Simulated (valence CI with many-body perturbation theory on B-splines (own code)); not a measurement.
Results of a calculation; reference values are marked as such.
# Level structure of Os LIV

Method: configuration interaction combined with many-body perturbation theory (CI+MBPT): five valence electrons over a frozen Dirac-Fock core [Ar], a basis of 7 s, 7 p, 8 d, 6 f, 4 g, 1 h functions for each j, with the one-electron correlation potential Σ1, the two-electron term Σ2, the three-electron term Σ3, Breit, model QED; selected CI, second order for the rest (own B-spline code, finite nucleus).

No measured spectrum was set against this ion. As an estimate, large intervals hold to a few tenths of a per cent, small ones and those within an open d or f shell to about a per cent. Among the levels kept, up to 250 cm⁻¹ of a level comes from second order outside the variational space, and about a tenth of that is noise between levels of different J, which matters for small intervals. The list stops below the first excitations out of the core. Only levels of the ground parity were solved; by the run's estimate the other parity begins above the list, which can be wrong where configurations are misplaced.

Levels 1 to 32 of 32, with energies above the lowest level, (3d3/2^4 3d5/2) J=5/2. "Leading %" is the weight of the configuration and term that name the level; weights of strongly mixed levels are sums over their largest components and can fall short. In the jj column 3d3/2^4 stands for four electrons in 3d with j = 3/2.

```
No.  Configuration  Term     J  E (cm⁻¹)  Leading %               Leading jj      g
  1            3d⁵    ²D   5/2         0         26     3d3/2^4 3d5/2 (98 %)  1.269
  2            3d⁵    ⁶S   5/2    545470         34   3d3/2^3 3d5/2^2 (96 %)  1.329
  3            3d⁵    ⁴G   7/2    641680         32  3d3/2^3 3d5/2^2 (100 %)  1.158
  4            3d⁵    ²H  11/2    651450         45   3d3/2^3 3d5/2^2 (99 %)  1.096
  5            3d⁵    ⁴D   3/2    658080         38   3d3/2^3 3d5/2^2 (99 %)  1.143
  6            3d⁵    ²G   9/2    699270         33   3d3/2^3 3d5/2^2 (98 %)  1.128
  7            3d⁵    ²D   5/2    731570         35   3d3/2^3 3d5/2^2 (96 %)  1.127
  8            3d⁵    ⁴P   1/2    764330         40   3d3/2^3 3d5/2^2 (94 %)  1.777
  9            3d⁵    ²F   7/2    768270         39   3d3/2^3 3d5/2^2 (98 %)  1.069
 10            3d⁵    ²D   3/2    914430         63   3d3/2^3 3d5/2^2 (93 %)  0.798
 11            3d⁵    ⁶S   5/2   1178000         36   3d3/2^2 3d5/2^3 (95 %)  1.311
 12            3d⁵    ⁴D   7/2   1251100         52  3d3/2^2 3d5/2^3 (100 %)  1.207
 13            3d⁵    ⁴G  11/2   1253400         50   3d3/2^2 3d5/2^3 (99 %)  1.087
 14            3d⁵    ⁴G   9/2   1270700         63   3d3/2^2 3d5/2^3 (98 %)  1.139
 15            3d⁵    ²I  13/2   1294800        100  3d3/2^2 3d5/2^3 (100 %)  1.065
 16            3d⁵    ⁴D   1/2   1313300         79   3d3/2^2 3d5/2^3 (98 %)  0.440
 17            3d⁵    ⁴P   3/2   1323100         53   3d3/2^2 3d5/2^3 (98 %)  1.160
 18            3d⁵    ²F   5/2   1331600         42   3d3/2^2 3d5/2^3 (98 %)  1.020
 19            3d⁵    ²H   9/2   1375200         53  3d3/2^2 3d5/2^3 (100 %)  1.095
 20            3d⁵    ²G   7/2   1395500         61  3d3/2^2 3d5/2^3 (100 %)  0.979
 21            3d⁵    ⁴F   5/2   1414800         65   3d3/2^2 3d5/2^3 (99 %)  1.046
 22            3d⁵    ²D   3/2   1417200         84   3d3/2^2 3d5/2^3 (93 %)  0.853
 23            3d⁵    ²G   7/2   1468900         48   3d3/2^2 3d5/2^3 (97 %)  1.027
 24            3d⁵    ⁴P   1/2   1469900         46   3d3/2^2 3d5/2^3 (89 %)  1.751
 25            3d⁵    ²G   9/2   1542800         80   3d3/2^2 3d5/2^3 (98 %)  1.102
 26            3d⁵    ²P   3/2   1672000         74   3d3/2^2 3d5/2^3 (98 %)  1.177
 27            3d⁵    ²D   5/2   1704300         80   3d3/2^2 3d5/2^3 (95 %)  1.175
 28            3d⁵    ⁴P   5/2   1894000         34     3d3/2 3d5/2^4 (97 %)  1.235
 29            3d⁵    ²F   7/2   1969500         28    3d3/2 3d5/2^4 (100 %)  1.176
 30            3d⁵    ²H  11/2   1981000         54    3d3/2 3d5/2^4 (100 %)  1.067
 31            3d⁵    ⁴D   3/2   1996200         31     3d3/2 3d5/2^4 (99 %)  0.990
 32            3d⁵    ²G   9/2   2042400         52     3d3/2 3d5/2^4 (98 %)  1.111
```

The ionisation energy to 3d⁴ ³P0 of the next ion comes out as 5052 eV (NIST: 5052 ± 5 eV (theoretical)). All 32 levels together are meant to be complete up to 2081000 cm⁻¹.
